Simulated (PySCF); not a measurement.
cycl[3.3.3]borane (C₁₂H₉B), SMILES C1=CC2=CC=CC3=CC=CC(=C1)B23.

Geometry: B3LYP-D3(BJ)/def2-SVP.

Level of theory: PySCF with PBE0/def2-SVP.

Symmetry labels are those of the subgroup C2v that the program uses (full group D3h).

Computed valence orbital energies around the gap with their symmetry:
```
orbital  symmetry  energy (eV)
-------  --------  -----------
HOMO−7         A1       -10.40
HOMO−6         B2        -9.45
HOMO−5         A2        -9.45
HOMO−4         B1        -7.99
HOMO−3         A1        -7.99
HOMO−2         A2        -7.13
HOMO−1         B2        -7.13
HOMO           B2        -5.65
LUMO           A2        -3.41
LUMO+1         A2        -0.03
LUMO+2         B2        -0.03
LUMO+3         B2         0.72
```
